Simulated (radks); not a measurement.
Values are calculated unless marked as measured or tabulated.
These are the eigenvalues of the occupied orbitals of an atom or ion with whole-number occupations (eV). Code: a radial shooting solver on a logarithmic mesh with Libxc functionals. Model: scalar-relativistic Kohn-Sham, PBE, spin-polarised, spherical densities, finite nucleus; Fermi nuclear charge, rms radius of each element as measured or else 0.836 A^(1/3) + 0.57 fm.

1s up: -11728.63
1s down: -11728.41
2s up: -1495.854
2s down: -1495.747
2p up: -1312.803
2p down: -1312.626
3s up: -199.5628
3s down: -199.2432
3p up: -142.9530
3p down: -142.5796
3d up: -49.9628
3d down: -49.3772
4s up: -23.7220
4p up: -13.4352
4f up: -0.4787

Which element is it, and in what charge state? The configuration may be excited. Open shells, if any, are filled with parallel spins first.

Answer. Z = 33, arsenic, charge 0: As in [Ar] 3d10 4s1 4p3 4f1. The list shows which subshells hold electrons but not how many an open one holds; the 1s level, -431.02 hartree, gives Z - s = 29.4 by -(Z - s)^2/2, which with screening and relativity narrows Z to a few neighbours, and the depths of the outer levels then fix element, charge and occupations together.
